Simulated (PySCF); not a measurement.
Be2F2, SMILES [F][Be][Be][F]. Atoms are numbered in the order given.

```xyz
4

F      0.0000     0.0000    -2.3970
Be     0.0000     0.0000    -1.0262
Be     0.0000     0.0000     1.0262
F      0.0000     0.0000     2.3970
```

Coordinates come from a PBE0-D3(BJ)/def2-TZVP optimisation. Other conformers were not sampled.

All values below come from PBE0/pcJ-1 (PySCF).

Isotropic couplings with Fermi-contact, spin-dipole and both spin-orbit terms, one fixed conformer, no vibrational averaging. Isotopes: 19F.

Computed spin–spin coupling constants:
```
pair   bonds apart  J (Hz)
-----  -----------  ------
F1–F4            3    23.2
```
